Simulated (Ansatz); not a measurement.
GaI₃, singlet, at a GFN2-xTB geometry (such geometries of metal compounds can be far from the true shape) (core potentials on I); SVWN5/def2-SVP (Ansatz, a first-principles code).

Ansatz was given this input:
Ansatz 0.2 input:
```yaml
crystal:
  periodic: [false, false, false]
  atoms:
    - {symbol: Ga, position_ang: [0.00000000, 0.00000000, -0.00000000]}
    - {symbol: I, position_ang: [-2.05971396, -1.43007518, -0.04666271]}
    - {symbol: I, position_ang: [0.01567297, 2.21489414, -1.17631302]}
    - {symbol: I, position_ang: [2.04404099, -0.78481896, 1.22297573]}
basis:
  gaussian:
    orbitals: def2-SVP
    nuclear_model: gaussian
hamiltonian:
  xc: {name: SVWN5}
```

Question: Predict the main parts of the log of this Ansatz run.

Answer: 
```
Functional definition: SVWN5
1303 factors; their error is unknown
mean field evaluation 1: about -76561.6239 eV, gradient 3.1e1 eV
mean field evaluation 2: about -76559.2950 eV, gradient 5.1e1 eV
mean field evaluation 4: about -76562.8065 eV, gradient 1.6e0 eV
mean field evaluation 8: about -76562.7926 eV, gradient 3.7e-3 eV
mean field -76562.79261442 eV, -2813.6307324551 hartree, gradient 4.5e-5 eV, S^2 0.000000; 0 other end points of the search recorded, 0 dependent functions left out
reference -76562.79264414 eV, -2813.6307335475 hartree; 53, 53 occupied and 57, 57 virtual orbitals, 1303 factors
Total energy: -76562.79264414 eV, -2813.6307335475 hartree
```
